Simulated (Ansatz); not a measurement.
Gas-phase electronic energies from Ansatz, PBE0-D4/def2-TZVP geometries. CCSD(T)/CBS is the MP2 limit (def2-TZVPP, def2-QZVPP) plus CCSD(T) − MP2 in def2-TZVPP, frozen cores. This one scheme is used for every species. Functionals use def2-TZVPP. Elements past krypton have def2 core potentials. For Sn outer-core shells are correlated without core-valence functions, which leaves a few kJ/mol of doubt a bond. Each species was taken in one conformer, which may not be the lowest.

`C[O][Sn]([OH])([F])[F]` → `[OH][SnH]([F])[F]` + `C=O`  (β-hydride elimination)

`C[O][Sn]([OH])([F])[F]`:

Z-matrix (Å, degrees):
```
C
O 1 1.420
H 1 1.095 2 111.8
H 1 1.095 2 112.2 3 122.9
H 1 1.092 2 106.8 3 -118.4
Sn 2 1.920 1 120.8 3 -66.9
F 6 1.902 2 112.5 1 69.5
O 6 1.931 2 112.3 1 -52.1
F 6 1.890 2 106.9 1 -175.1
H 8 0.962 6 112.9 2 154.6
```

`[OH][SnH]([F])[F]`:

Z-matrix (Å, degrees):
```
Sn
F 1 1.904
F 1 1.904 2 102.4
O 1 1.929 2 107.5 3 -113.1
H 1 1.682 2 112.3 3 120.7
H 4 0.961 1 113.7 2 55.1
```

`C=O`:

Z-matrix (Å, degrees):
```
C
O 1 1.195
H 1 1.109 2 122.0
H 1 1.109 2 122.0 3 -180.0
```

| level | ΔE (kJ/mol) |
| --- | --- |
| PBE0-D4 | 117.2 |
| CAM-B3LYP-D4 | 110.9 |
| RPA@PBE/def2-TZVPP | 98.2 |
| HF/def2-QZVPP | 86.4 |

**Question.** What does CCSD(T)/CBS give? (An estimate is asked.)

**Answer.** Ansatz gave: +118.5 kJ/mol. The listed levels differ from it by -1.3, -7.6, -20.3, -32.1 kJ/mol.

Largest T1 diagnostic among the species: 0.015.

Leaving LDA and LC-ωPBE aside and taking each functional with its dispersion term where it has one, the values, not all of them listed here, spread over 26.0 kJ/mol, from BLYP-D4 to r2SCAN0-D4. LDA lies +35.2 kJ/mol from PBE without D4. The D4 term adds +12.1 kJ/mol with B3LYP and +6.7 kJ/mol with PBE0; it sums over pairs of atoms, weighted by their polarisabilities, and B3LYP, whose exchange is more repulsive, gets the larger term. In def2-TZVPP, CCSD(T) changes the Hartree–Fock value by +23.7 kJ/mol (the triples alone add +2.2 kJ/mol) and MP2 by +32.7 kJ/mol.

B3LYP here is the variant with VWN-RPA as its local correlation; programs differ in this.
